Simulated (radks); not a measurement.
Results of a calculation; reference values are marked as such.
Task: The mean radii <r> (bohr) of the occupied orbitals of an atom or ion are listed with their occupations. Level of theory: non-relativistic Kohn-Sham, TPSS, spin-polarised, spherical densities, point nucleus; meta-GGA in the generalised Kohn-Sham scheme (a radial shooting solver on a logarithmic mesh with Libxc functionals).

orbital  occ.      <r>
1s up       1  0.04367
1s down     1  0.04366
2s up       1   0.1917
2s down     1   0.1916
2p up       3   0.1654
2p down     3   0.1654
3s up       1   0.4874
3s down     1   0.4888
3p up       3   0.4747
3p down     1   0.4760

Name the element and its charge. Open shells, if any, are filled with parallel spins first.

Result: Z = 35, bromine, charge +19: Br19+ in [Ne] 3s2 3p4. The 1s radius gives Z: for a bare nucleus <r> = 1.5/Z, 0.04286 bohr for Z = 35, and screening makes it slightly larger (0.04367 here). The occupations add up to 16, and the charge is Z minus that.
